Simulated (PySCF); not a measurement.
IO₂I at several levels of theory

All levels use the PBE0 minimum (singlet; I–I 2.810 Å, I–O 1.804 Å (×2); I–I–O 103.5° (×2), O–I–O 110.8°), basis [I def2-SVP with ECP28, O def2-SVP], scalar-relativistic core potentials, density fitting, no spin–orbit coupling, PySCF. For vertical energies the ionised species is a doublet (spins chosen at PBE0 and kept) and the electron-attached one a doublet. Atomisation goes to high-spin ground-configuration atoms, without zero-point energy. Open shells are unrestricted, also as the reference of the correlated levels. A dash marks a value that was not computed or is not defined at that level.

```xyz
4
charge 0 multiplicity 1, angstrom
I    -1.0586    0.0000   -0.5810
O    -1.8221    1.4847    0.1029
O    -1.8221   -1.4847    0.1029
I     1.5127    0.0000    0.5536
```

| level | atomisation (kJ/mol) | vertical IP (eV) | vertical EA (eV) | −ε(HOMO) (eV) | gap (eV) | dipole (D) |
| --- | --- | --- | --- | --- | --- | --- |
| PBE0 | 468 | 10.34 | 2.20 | 8.24 | 3.95 | 3.43 |
| HF | -302 | 8.94 | 2.33 | 11.16 | 9.48 | 4.44 |
| MP2 | – | 10.84 | 1.70 | – | – | – |
| PBE | 664 | 9.95 | 1.71 | 6.90 | 2.23 | 3.05 |

Spin contamination in at least one species weakens the values at: HF, MP2.

Without diffuse functions attachment energies tend to come out too low.
